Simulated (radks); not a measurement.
Results of a calculation; reference values are marked as such.
All-electron atom: Pd34+ in [Ne] 3s2. Level of theory: non-relativistic Kohn-Sham, r2SCAN, spin-polarised, spherical densities, point nucleus; meta-GGA in the generalised Kohn-Sham scheme; relativity is left out, which matters for an element this heavy (a radial shooting solver on a logarithmic mesh with Libxc functionals). Some entries of the table are withheld. Estimate them.

orbital  occ.  eigenvalue (Ry)  <1/r> (bohr^-1)  <r> (bohr)
1s          2        -1869.786            45.49     0.03309
2s          2        -383.7329              (1)      0.1410
2p          6        -367.7172              (2)         (3)
3s          2        -153.9286              (4)         (5)

Answer. 
(1) 2s <1/r> (bohr^-1): 10.54
(2) 2p <1/r> (bohr^-1): 10.49
(3) 2p <r> (bohr): 0.1204
(4) 3s <1/r> (bohr^-1): 4.321
(5) 3s <r> (bohr): 0.3395
